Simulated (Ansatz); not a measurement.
A search over several starts for the lowest SCF solution of VF₃⁺ at the given spin, in a small basis.

```yaml
crystal:
  periodic: [false, false, false]
  atoms:
    - {symbol: V, position_ang: [-0.034865, -0.058041, 0.000359]}
    - {symbol: F, position_ang: [1.709624, 0.068476, 0.014098]}
    - {symbol: F, position_ang: [-0.749432, 1.538305, -0.024112]}
    - {symbol: F, position_ang: [-0.925327, -1.548741, 0.009665]}
basis:
  gaussian: {orbitals: def2-SVP}
total_charge: 1
magnetization: {spin_polarized: true, initial_magnetization: 1}
hamiltonian: {xc: pbe0, dispersion: d4}
output: {orbitals: {seedname: orbitals}}
```

```sh
$ ansatz run in.yaml --threads 4 --pin off --events-out ev --progress --plain --max-ram 3916MiB
```

It prints (some lines left out):

```
Functional definition: PBE0
728 factors; integrals over basis functions are off by at most 1.1e-3 eV
mean field evaluation 1: about -33787.0823 eV, gradient 7.5e1 eV
mean field evaluation 2: about -33226.2232 eV, gradient 3.3e2 eV
mean field evaluation 4: about -33798.1741 eV, gradient 5.5e1 eV
mean field evaluation 8: about -33808.1539 eV, gradient 1.0e0 eV
mean field evaluation 16: about -33808.2337 eV, gradient 2.7e-2 eV
mean field evaluation 32: about -33808.2341 eV, gradient 3.6e-5 eV
mean field evaluation 64: about -33808.2755 eV, gradient 9.3e-2 eV
mean field -33808.29870865 eV, -1242.4320614550 hartree, gradient 6.5e-6 eV, S^2 0.763235; 5 other end points of the search recorded, 0 dependent functions left out
reference -33808.29879130 eV, -1242.4320644925 hartree; 25, 24 occupied and 48, 49 virtual orbitals, 728 factors
Total energy: -33808.33779322 eV, -1242.4334977862 hartree
```

Hardware: 4 threads of Intel Xeon Platinum 8488C on a shared host. Wall time 3.3 s.

Other converged states that the search met: 0.06 eV higher (⟨S²⟩ = 0.76).
